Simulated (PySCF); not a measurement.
Start geometry of `C1[O][GeH2][SiH2][SiH2]1` from a GFN2-xTB structure with every atom displaced at random (by about 0.01 Å) (Å):
```
atom  x, y, z in Å
C1     0.4161   -1.5399    0.1144
O2     1.3762   -0.6029    0.5436
Ge3    1.4159    1.1223    0.0435
Si4   -0.8536    1.4556   -0.2347
Si5   -1.3958   -0.8043    0.0537
H6     0.4476   -2.3624    0.7918
H7     0.6724   -1.8961   -0.8846
H8     2.3449    1.6104    1.1707
H9     2.3514    1.1682   -1.1603
H10   -1.4099    2.3952    0.7731
H11   -1.1688    2.0374   -1.5391
H12   -2.0967   -1.4994   -1.0049
H13   -2.0938   -1.1010    1.3225
```

Problem. What comes out of this run: PBE0-D3(BJ)/def2-SVP geometry optimisation, gas phase in PySCF?

Solution. 
```
atom  x, y, z in Å
C1     0.4697   -1.5157    0.0728
O2     1.3557   -0.6390    0.7254
Ge3    1.4515    1.0608    0.1144
Si4   -0.8798    1.4396   -0.2832
Si5   -1.3298   -0.8320    0.1070
H6     0.5084   -2.4907    0.5894
H7     0.7656   -1.7118   -0.9793
H8     2.1529    1.8325    1.2408
H9     2.3154    1.0623   -1.1682
H10   -1.4906    2.3765    0.7057
H11   -1.1696    1.8955   -1.6762
H12   -2.2011   -1.4829   -0.9209
H13   -1.9352   -1.0194    1.4610
```

The energy falls by 31.8 kJ/mol over 9 energy and gradient evaluations, the largest force component goes from 0.0374 to 3.2e-04 Eh/bohr, and the atoms move by 0.168 Å rms after alignment. The bond that changes most is Ge3–Si4 (ends: germanium bonded to O, Si and 2 H; SiH2 silicon), which lengthens by 0.084 Å. Bonds longer at the end by more than 0.005 Å: 10 of 13; shorter: 2. Among the angles that change most is Si4–Ge3–H8, from 129.4° to 119.1°. Among the dihedrals that turn most is O2–C1–Si5–H13, from -94° to -76°. Rotational constants go from 2982, 1635, 1110 to 2878, 1659, 1119 MHz. The orientation of the end geometry is arbitrary; only internal coordinates are fixed.

The run used 136 basis functions and 61 SCF cycles in all.

Not checked by PBE0-D3(BJ)/def2-SVP frequencies. The numbers are those of one conformer.
